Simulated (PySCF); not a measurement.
Static response to an electric field

Compound: C5H9N2 (charge +1).
Geometry (PBE0-D3(BJ)/def2-SVP, Å), atoms numbered from 1 in this order:
```xyz
16
C5H9N2 angstrom
C     -2.4425   -0.5082    0.1330
N     -1.0681   -0.0410    0.0231
C     -0.6823    1.2261   -0.3461
C      0.6813    1.2483   -0.3302
N      1.1000   -0.0057    0.0478
C      2.4857   -0.4245    0.2010
C      0.0255   -0.7670    0.2563
H     -2.9740    0.0804    0.8923
H     -2.4424   -1.5633    0.4293
H     -2.9462   -0.4055   -0.8371
H     -1.4016    2.0046   -0.5889
H      1.3801    2.0497   -0.5577
H      3.0174   -0.2964   -0.7509
H      2.5136   -1.4815    0.4894
H      2.9704    0.1766    0.9817
H      0.0391   -1.8106    0.5649
```

Level: B3LYP/def2-SVPD (PySCF), static field, nuclei fixed, core orbitals frozen in the response. The polarisability tensor in these axes (au):

```
x   86.48  0.40  0.62
y    0.40 67.36 -6.45
z    0.62 -6.45 47.53
```

**Question.** Diagonalise the tensor; give its mean and Δα, where Δα² is half the sum of the squared differences of the eigenvalues.

**Answer.** Principal values 45.60, 69.26 and 86.50 au; mean 67.12 au = 9.95 Å³ = 11.07 × 10⁻⁴⁰ C²·m²/J; Δα = 35.56 au (53 % of the mean).

**Question.** What depolarisation ratio follows for Rayleigh scattering of linearly polarised light, taking the static tensor?

**Answer.** ρ = 3Δα²/(45ᾱ² + 4Δα²) = 3793.7/(202735 + 5058.3) = 0.0183.

**Question.** Give the principal axes and the span of the nuclei along them.

**Answer.** Largest value along (1.00, 0.02, 0.01), where the nuclei span 5.97 Å; middle along (-0.01, 0.96, -0.28), 4.00 Å; least along (-0.02, 0.28, 0.96), 1.81 Å. The response follows the extents in order.

**Question.** What are the principal values of the traceless quadrupole moment, Θ = ½Σq(3rr − r²1), about the centre of nuclear charge?

**Answer.** -17.11, -0.24, 17.35 D·Å. The values depend on the origin, since the species is charged. The electronic extent ⟨r²⟩ about the same centre is 759 bohr², a root-mean-square distance of 2.02 Å for the 52 electrons.

**Question.** Sum over states: ᾱ = Σ f/ω², ω in Eh. What share falls to these 10 lowest TDDFT singlets (eV, f)? 6.28, 0.1051; 6.94, 0.0009; 7.56, 0.0046; 7.87, 0.6621; 7.97, 0.1281; 8.15, 0.0000; 8.38, 0.0160; 8.52, 0.0089; 8.63, 0.0000; 9.13, 0.0000.

**Answer.** They add up to 11.72 au, 17.5 % of the 67.12 au; the largest single term is 7.92 au, from the state at 7.87 eV. Terms in order: 1.97, 0.01, 0.06, 7.92, 1.50, 0.00, 0.17, 0.09, 0.00, 0.00 au. Higher excitations give the rest. The strengths listed sum to 0.926.

Isolated species at its PBE0-D3(BJ)/def2-SVP geometry, gas phase.
